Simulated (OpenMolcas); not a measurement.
## CH3F2Si: a line through the functionals

The species is CH3F2Si (7 atoms), meant as a doublet with charge 0. SMILES: `C[Si](F)F`. The coordinates come from a PBE0-D4/def2-TZVP relaxation.

The electronic atomisation energy y, in eV, basis 6-311+G(d,p); a is the functional's share of exact exchange. Programs: OpenMolcas 26.06.

| functional | program | a | y (eV) |
| --- | --- | --- | --- |
| UPBE | OpenMolcas | 0 | 27.79 |
| UTPSS | OpenMolcas | 0 | 27.57 |
| UB3LYP | OpenMolcas | 0.2 | ? |
| UPBE0 | OpenMolcas | 0.25 | 27.23 |
| UBHLYP | OpenMolcas | 0.5 | 26.34 |

Q: Fit y = c + s·a to the known rows and predict UB3LYP.

A: 
1. Means of the 4 rows: a = 0.1875, y = 27.233.
2. Σ(Δa)² = 0.17188, Σ(Δa·Δy) = -0.44687, so the slope is -0.44687/0.17188 = -2.5999.
3. Intercept: 27.233 − (-2.5999) × 0.1875 = 27.720. The largest residual of the fit is 0.16.
4. UB3LYP: 27.720 + (-2.5999) × 0.2 = 27.20 eV.

The run gave 27.15 eV, so the prediction is off by +0.05 eV, within the largest residual. The rows mix families of semi-local functionals, which the line can't see.
